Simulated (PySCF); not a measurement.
Assignment exercise: C12H8

Bonds (- single, = double, # triple, : aromatic): C1=C2, C2-C3, C3:C4, C4:C5, C5:C6, C6:C7, C7:C8, C8:C9, C9:C10, C10:C11, C11:C12, C11-C1, C12:C3, C12:C7. C1 carries H13; C2 carries H14; C4 carries H15; C5 carries H16; C6 carries H17; C8 carries H18; C9 carries H19; C10 carries H20.

- PBE0/pcSseg-1 with gauge-including orbitals
- structure optimised with GFN2-xTB
- program: PySCF 2.14.0 with density-fitted response routines
- one computed conformer, rapidly exchanging positions averaged, gas phase, non-relativistic

Referencing at the same level of theory: TMS for 13C (186.93 ppm), 1H (31.72 ppm).

**Question.** Assign these signals to the numbered atoms. 13C{1H} NMR (computed): δ 145.3 (C), 135.5 (CH), 133.8 (CH), 133.5 (C), 132.4 (CH), 132.0 (C), 130.9 (CH).

**Answer.** 
| δ (ppm) | atoms | environment | reason |
| --- | --- | --- | --- |
| 145.3 | C3/C11 | substituted aromatic carbon | – |
| 135.5 | C1/C2 | alkene CH | the olefinic region |
| 133.8 | C6/C8 | aromatic CH | the aromatic region |
| 133.5 | C12 | ring-fusion aromatic carbon | – |
| 132.4 | C5/C9 | aromatic CH | the aromatic region |
| 132.0 | C7 | ring-fusion aromatic carbon | – |
| 130.9 | C4/C10 | aromatic CH | the aromatic region |

C1/C2 and C6/C8; C6/C8 and C12; C12 and C5/C9; C5/C9 and C7; C7 and C4/C10 lie closer than the usual error of such a calculation, so a measured spectrum could show them in the other order.

**Question.** Assign these signals to the numbered atoms. 1H NMR (400 MHz, computed): δ 8.04 (d, 2H), 7.99 (d, 2H), 7.81 (m, 2H), 7.21 (s, 2H).

**Answer.** 
```tsv
δ (ppm)	atoms	environment	reason
8.04	H17/H18	hydrogen on an aromatic CH	it sits in the deshielding region of the aromatic ring current
7.99	H15/H20	hydrogen on an aromatic CH	–
7.81	H16/H19	hydrogen on an aromatic CH	–
7.21	H13/H14	hydrogen on an alkene CH	olefinic region
```

H17/H18 and H15/H20 lie closer than the usual error of such a calculation, so a measured spectrum could show them in the other order.

Shifts are as computed. Against solution values, carbons near 30 ppm lie about +3 ppm off and those near 130 ppm about +5 ppm. Of 1211 compounds with measured shifts, 218 miss one by over three times the rms of a fit or turn the order of signals round; such compounds aren't used in these exercises. No couplings were computed; multiplicities are counted from neighbouring protons, with m where these are inequivalent, close in shift, in a saturated or five-membered ring or joined by F or P, and br s for small geminal =CH2 splittings.
